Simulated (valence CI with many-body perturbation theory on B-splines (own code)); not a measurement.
Forbidden lines of Tb²⁶⁺

Computed by configuration interaction combined with many-body perturbation theory (CI+MBPT): three valence electrons over a frozen Dirac-Fock core [Kr], a basis of 9 s, 9 p, 10 d, 8 f, 5 g, 3 h, 1 i functions for each j, with the one-electron correlation potential Σ1 (screened to all orders), the two-electron term Σ2, the three-electron term Σ3, Breit, model QED; selected single and double excitations, second order for the rest (own B-spline code, finite nucleus).

The last digits are not significant, and no measured levels were compared; by estimate large intervals hold to a few tenths of a per cent, small ones and those within an open d or f shell to about a per cent. Only levels of the ground parity were solved; by the run's estimate the other parity begins above the list, which can be wrong where configurations are misplaced.

Lines 1 to 50 of 66 in falling wavelength, among levels below 34.845 eV, chosen from the decays that carry over 1 % of a level's rate. Wavelengths and rates use the calculated energies. Weak lines are less certain than strong ones. Lines between different terms over intervals too small for the method are left out, as are lines whose strength nearly cancels. The highest levels of a list are the least certain.

Levels are named by their leading jj configuration (3d3/2^4 stands for four electrons in 3d with j = 3/2), which in mixed levels can hold well under half, so a name can repeat and another be missing. Letters in brackets count levels of one name in rising energy.

| λ vac (Å) | Upper | Lower | Type | A (s⁻¹) | Branch % |
| --- | --- | --- | --- | --- | --- |
| 18940 | (4d3/2^2 4d5/2) J=9/2 | (4d3/2^2 4d5/2) J=7/2 | M1 | 1.48e+00 | 100.0 |
| 9126 | (4d3/2^2 4d5/2) J=1/2 | (4d3/2^2 4d5/2) J=3/2 | M1 | 3.18e+01 | 2.5 |
| 5457 | (4d3/2^2 4d5/2) J=3/2 | (4d3/2^2 4d5/2) J=5/2 [a] | M1 | 5.81e+01 | 1.6 |
| 4609 | (4d3/2^2 4d5/2) J=7/2 | (4d3/2^2 4d5/2) J=5/2 [a] | M1 | 2.21e+02 | 99.8 |
| 4038 | (4d3/2 4d5/2^2) J=11/2 | (4d3/2 4d5/2^2) J=9/2 | M1 | 8.59e+01 | 3.5 |
| 3608 | (4d3/2 4d5/2^2) J=5/2 [b] | (4d3/2 4d5/2^2) J=3/2 [a] | M1 | 1.31e+02 | 2.9 |
| 2589 | (4d3/2 4d5/2^2) J=5/2 [a] | (4d3/2 4d5/2^2) J=7/2 [a] | M1 | 1.65e+02 | 3.0 |
| 2521 | (4d5/2^3) J=3/2 | (4d3/2 4d5/2^2) J=3/2 [b] | M1 | 2.06e+02 | 1.6 |
| 2259 | (4d3/2 4d5/2^2) J=5/2 [a] | (4d3/2^2 4d5/2) J=5/2 [b] | M1 | 3.22e+02 | 5.9 |
| 2082 | (4d5/2^3) J=9/2 | (4d3/2 4d5/2^2) J=11/2 | M1 | 3.10e+02 | 2.5 |
| 2054 | (4d3/2^2 4d5/2) J=5/2 [b] | (4d3/2^2 4d5/2) J=7/2 | M1 | 9.91e+01 | 5.8 |
| 1979 | (4d3/2^2 4d5/2) J=5/2 [a] | (4d3/2^3) J=3/2 | M1 | 3.85e+03 | 100.0 |
| 1921 | (4d3/2^2 4d5/2) J=5/2 [b] | (4d3/2^2 4d5/2) J=3/2 | M1 | 9.90e+02 | 57.6 |
| 1871 | (4d3/2 4d5/2^2) J=5/2 [b] | (4d3/2^2 4d5/2) J=5/2 [b] | M1 | 1.62e+03 | 36.4 |
| 1841 | (4d3/2 4d5/2^2) J=7/2 [a] | (4d3/2^2 4d5/2) J=7/2 | M1 | 1.70e+03 | 18.6 |
| 1816 | (4d3/2 4d5/2^2) J=7/2 [b] | (4d3/2 4d5/2^2) J=7/2 [a] | M1 | 3.34e+02 | 9.4 |
| 1761 | (4d3/2 4d5/2^2) J=9/2 | (4d3/2^2 4d5/2) J=9/2 | M1 | 3.03e+03 | 58.7 |
| 1717 | (4d5/2^3) J=5/2 | (4d3/2 4d5/2^2) J=3/2 [b] | M1 | 4.50e+02 | 2.1 |
| 1698 | (4d3/2 4d5/2^2) J=3/2 [b] | (4d3/2 4d5/2^2) J=1/2 | M1 | 1.27e+03 | 11.0 |
| 1647 | (4d3/2 4d5/2^2) J=7/2 [b] | (4d3/2^2 4d5/2) J=5/2 [b] | M1 | 2.00e+02 | 5.6 |
| 1611 | (4d3/2 4d5/2^2) J=9/2 | (4d3/2^2 4d5/2) J=7/2 | M1 | 2.13e+03 | 41.2 |
| 1529 | (4d3/2 4d5/2^2) J=3/2 [b] | (4d3/2 4d5/2^2) J=3/2 [a] | M1 | 2.18e+03 | 18.9 |
| 1497 | (4d3/2 4d5/2^2) J=3/2 [a] | (4d3/2^2 4d5/2) J=1/2 | M1 | 1.29e+03 | 9.6 |
| 1453 | (4d3/2^2 4d5/2) J=3/2 | (4d3/2^3) J=3/2 | M1 | 3.55e+03 | 98.4 |
| 1421 | (4d3/2^2 4d5/2) J=5/2 [b] | (4d3/2^2 4d5/2) J=5/2 [a] | M1 | 1.93e+02 | 11.2 |
| 1374 | (4d5/2^3) J=9/2 | (4d3/2 4d5/2^2) J=9/2 | M1 | 5.08e+03 | 40.9 |
| 1364 | (4d3/2 4d5/2^2) J=1/2 | (4d3/2^2 4d5/2) J=1/2 | M1 | 7.34e+03 | 94.2 |
| 1315 | (4d3/2 4d5/2^2) J=7/2 [a] | (4d3/2^2 4d5/2) J=5/2 [a] | M1 | 7.42e+03 | 81.3 |
| 1286 | (4d3/2 4d5/2^2) J=3/2 [a] | (4d3/2^2 4d5/2) J=3/2 | M1 | 7.52e+03 | 56.0 |
| 1253 | (4d3/2^2 4d5/2) J=1/2 | (4d3/2^3) J=3/2 | M1 | 1.25e+03 | 97.1 |
| 1242 | (4d5/2^3) J=9/2 | (4d3/2 4d5/2^2) J=7/2 [a] | M1 | 6.77e+03 | 54.5 |
| 1226 | (4d3/2 4d5/2^2) J=11/2 | (4d3/2^2 4d5/2) J=9/2 | M1 | 2.34e+03 | 96.4 |
| 1187 | (4d3/2 4d5/2^2) J=1/2 | (4d3/2^2 4d5/2) J=3/2 | M1 | 3.07e+02 | 3.9 |
| 1156 | (4d5/2^3) J=3/2 | (4d3/2 4d5/2^2) J=5/2 [a] | M1 | 5.52e+03 | 42.7 |
| 1128 | (4d5/2^3) J=5/2 | (4d3/2 4d5/2^2) J=7/2 [b] | M1 | 2.21e+03 | 10.1 |
| 1098 | (4d3/2 4d5/2^2) J=3/2 [b] | (4d3/2^2 4d5/2) J=5/2 [b] | M1 | 4.49e+03 | 39.0 |
| 1076 | (4d3/2 4d5/2^2) J=5/2 [a] | (4d3/2^2 4d5/2) J=7/2 | M1 | 8.43e+02 | 15.6 |
| 1043 | (4d5/2^3) J=5/2 | (4d3/2 4d5/2^2) J=5/2 [b] | M1 | 4.99e+03 | 22.9 |
| 1041 | (4d3/2 4d5/2^2) J=3/2 [a] | (4d3/2^2 4d5/2) J=5/2 [a] | M1 | 4.09e+03 | 30.4 |
| 1038 | (4d3/2 4d5/2^2) J=5/2 [a] | (4d3/2^2 4d5/2) J=3/2 | M1 | 3.15e+03 | 58.2 |
| 1014 | (4d5/2^3) J=3/2 | (4d3/2 4d5/2^2) J=1/2 | M1 | 1.94e+03 | 15.0 |
| 979.2 | (4d3/2 4d5/2^2) J=5/2 [b] | (4d3/2^2 4d5/2) J=7/2 | M1 | 2.18e+03 | 49.0 |
| 960.5 | (4d3/2 4d5/2^2) J=7/2 [b] | (4d3/2^2 4d5/2) J=9/2 | M1 | 1.47e+03 | 41.1 |
| 951.9 | (4d5/2^3) J=3/2 | (4d3/2 4d5/2^2) J=3/2 [a] | M1 | 3.49e+03 | 27.1 |
| 951.7 | (4d5/2^3) J=5/2 | (4d3/2 4d5/2^2) J=5/2 [a] | M1 | 2.76e+03 | 12.6 |
| 947.9 | (4d3/2 4d5/2^2) J=5/2 [b] | (4d3/2^2 4d5/2) J=3/2 | M1 | 1.26e+02 | 2.8 |
| 914.2 | (4d3/2 4d5/2^2) J=7/2 [b] | (4d3/2^2 4d5/2) J=7/2 | M1 | 1.12e+03 | 31.4 |
| 872.3 | (4d3/2 4d5/2^2) J=5/2 [a] | (4d3/2^2 4d5/2) J=5/2 [a] | M1 | 5.95e+02 | 11.0 |
| 827.1 | (4d3/2^2 4d5/2) J=5/2 [b] | (4d3/2^3) J=3/2 | M1 | 4.32e+02 | 25.1 |
| 809.0 | (4d5/2^3) J=5/2 | (4d3/2 4d5/2^2) J=3/2 [a] | M1 | 6.10e+03 | 27.9 |
